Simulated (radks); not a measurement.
Q: Method: Dirac Kohn-Sham, BLYP, spin-unpolarised, spherical densities, point nucleus; open shells fill j = l - 1/2 first; computed with a radial shooting solver on a logarithmic mesh with Libxc functionals. Each species is in its NIST ground configuration. Rank Ta2+, Hf2+, Au2+, Pt2+, Ir2+, W2+, Re2+, Os2+, Lu2+, Hg2+ by mean radius of the outermost orbital (bohr), largest first.

A: Lu2+ 3.05, Hf2+ 2.10, Ta2+ 1.98, W2+ 1.87, Re2+ 1.83, Os2+ 1.74, Ir2+ 1.66, Pt2+ 1.59, Au2+ 1.53, Hg2+ 1.47.
